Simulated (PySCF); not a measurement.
A species of formula C4H2F4 has this rotational fingerprint, computed with PBE0-D3(BJ)/def2-SVP geometry optimisation, gas phase (PySCF 2.14.0):

| Quantity | Value |
| --- | --- |
| Rotational constants | A = 4827, B = 827.6, C = 809.6 MHz |
| Dipole components | \|μa\| = 1.66 D, \|μb\| = 1.84 D, \|μc\| = 0.00 D |
| Inertial defect | -91.13 u·Å² |
| κ | -0.99 |

Task: Which structure is it? (One computed conformer of each.)
A. `FC(F)(F)C#CCF`
B. `[F:1]/[CH:2]=[CH:3]\[C:4]([F:5])=[C:6]([F:7])[F:8]` with C2–C3–C4–F5 3°

Result: A. It is FCC#CC(F)(F)F, a near-prolate asymmetric top, point group Cs. The candidates at the same level (rigid rotor, commonest isotopes):

| SMILES | A (MHz) | B (MHz) | C (MHz) | μa (D) | μb (D) | μc (D) | Δ (u·Å²) | point group | rotor |
| --- | --- | --- | --- | --- | --- | --- | --- | --- | --- |
| F/C=C\C(F)=C(F)F | 4605 | 1171 | 934.1 | 0.34 | 2.19 | 0.06 | -0.24 | near Cs | asymmetric top |
| FCC#CC(F)(F)F | 4827 | 827.6 | 809.6 | 1.66 | 1.84 | 0.00 | -91.13 | Cs | near-prolate asymmetric top |

`F/C=C\C(F)=C(F)F` has B 42 % too high. In the right answer the mirror of this Cs structure is the ab plane, so μc vanishes by symmetry. No structure here is proved a minimum.
